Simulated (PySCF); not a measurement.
Numbering as in the mapped SMILES `[CH3:1][C:2]1=[CH:3][C:4]([CH3:5])=[C:6]([CH3:7])[P@H:8]1=[O:9]`. Each H is labelled by its parent atom.

[PySCF 2.14.0 with density-fitted response routines: coordinates at the GFN2-xTB level; NMR shieldings at PBE0/pcSseg-1/GIAO; relativity neglected; no solvent model; one averaged value for each set of equivalent atoms; one computed conformer]

Scale: TMS for 13C (σref 186.93) and 1H (σref 31.72); 31P (σref 318.38) against H3PO4; 17O (σref 336.08) against H2O (reference shieldings calculated alike).

```json
{"atoms": "H(C3)", "nucleus": "1H", "count": "1", "Hirshfeld charge": "0.05", "δ (ppm)": "6.32"}
{"atoms": "P8", "nucleus": "31P", "count": "1", "Hirshfeld charge": "0.39", "δ (ppm)": "?"}
{"atoms": "C4", "nucleus": "13C", "count": "1", "Hirshfeld charge": "0.01", "δ (ppm)": "150.8"}
{"atoms": "H(P8)", "nucleus": "1H", "count": "1", "Hirshfeld charge": "-0.01", "δ (ppm)": "7.21"}
{"atoms": "C1", "nucleus": "13C", "count": "1", "Hirshfeld charge": "-0.11", "δ (ppm)": "16.6"}
{"atoms": "C2", "nucleus": "13C", "count": "1", "Hirshfeld charge": "-0.04", "δ (ppm)": "?"}
{"atoms": "H(C5)", "nucleus": "1H", "count": "3", "Hirshfeld charge": "0.05", "δ (ppm)": "?"}
{"atoms": "C6", "nucleus": "13C", "count": "1", "Hirshfeld charge": "-0.06", "δ (ppm)": "136.6"}
{"atoms": "H(C7)", "nucleus": "1H", "count": "3", "Hirshfeld charge": "0.05", "δ (ppm)": "2.11"}
{"atoms": "C7", "nucleus": "13C", "count": "1", "Hirshfeld charge": "-0.12", "δ (ppm)": "11.4"}
{"atoms": "H(C1)", "nucleus": "1H", "count": "3", "Hirshfeld charge": "0.05", "δ (ppm)": "2.25"}
{"atoms": "O9", "nucleus": "17O", "count": "1", "Hirshfeld charge": "-0.40", "δ (ppm)": "64.4"}
{"atoms": "C5", "nucleus": "13C", "count": "1", "Hirshfeld charge": "-0.11", "δ (ppm)": "17.6"}
{"atoms": "C3", "nucleus": "13C", "count": "1", "Hirshfeld charge": "-0.05", "δ (ppm)": "?"}
```

Problem. Fill in the missing shifts.

Solution. 
- C2: 148.1 ppm, fully substituted alkene carbon; an sp2 carbon of a C=C bond
- C3: 144.3 ppm, alkene CH; the olefinic region
- H(C5): 1.93 ppm, hydrogen on an allylic methyl carbon; allylic position
- P8: 1.5 ppm, phosphorus bonded to 2 C, O, H, in a 5-membered ring

Shifts are as computed. Against solution values, carbons near 30 ppm lie about +3 ppm off and those near 130 ppm about +5 ppm. Of 1211 compounds with measured shifts, 218 miss one by over three times the rms of a fit or turn the order of signals round; such compounds aren't used in these exercises. Experimental scales use liquid or dissolved standards, which lie at an offset from isolated H2O (liquid H2O: subtract about 36 ppm) and H3PO4.
